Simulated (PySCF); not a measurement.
C4H7In, SMILES [CH]([InH][CH]=C)=C.

Coordinates come from a B3LYP-D3(BJ)/def2-SVP optimisation. The structure was generated by enumeration; whether it is a known compound was not checked. The def2 effective core potentials stand for the cores of In; spin–orbit coupling is left out. One conformer was computed; it need not be the lowest.

Method: PySCF with TDA-PBE/def2-SVPD.

Vertical excitations. Isolated molecule, no solvent. State labels are in the subgroup C2v.

| state | symmetry | energy (eV) | λ (nm) | f | main pairs |
|---|---|---|---|---|---|
| S1 | A2 | 3.84 | 323 | 0.000 | HOMO→LUMO 99 % |
| S2 | B1 | 4.11 | 301 | 0.000 | HOMO−1→LUMO 99 % |
| S3 | B2 | 4.72 | 263 | 0.149 | HOMO−2→LUMO 87 % |
| S4 | A1 | 4.86 | 255 | 0.001 | HOMO−3→LUMO 85 %, HOMO−2→LUMO+1 13 % |
| S5 | B1 | 5.42 | 229 | 0.000 | HOMO→LUMO+1 97 % |
| S6 | A2 | 5.61 | 221 | 0.000 | HOMO−1→LUMO+1 95 % |
| S7 | A2 | 5.87 | 211 | 0.000 | HOMO→LUMO+3 94 % |
| S8 | B2 | 6.08 | 204 | 0.082 | HOMO→LUMO+2 67 %, HOMO→LUMO+4 26 % |
| S9 | B1 | 6.16 | 201 | 0.008 | HOMO−1→LUMO+3 92 % |
| S10 | B2 | 6.22 | 199 | 0.014 | HOMO−2→LUMO+3 57 %, HOMO−3→LUMO+1 38 % |
| T1 | A2 | 3.56 | 348 | 0 | HOMO→LUMO 100 % |
| T2 | B2 | 3.83 | 324 | 0 | HOMO−2→LUMO 90 % |
| T3 | B1 | 3.86 | 321 | 0 | HOMO−1→LUMO 99 % |
| T4 | A1 | 3.97 | 312 | 0 | HOMO−3→LUMO 86 % |
Triplets are in the Tamm–Dancoff approximation.
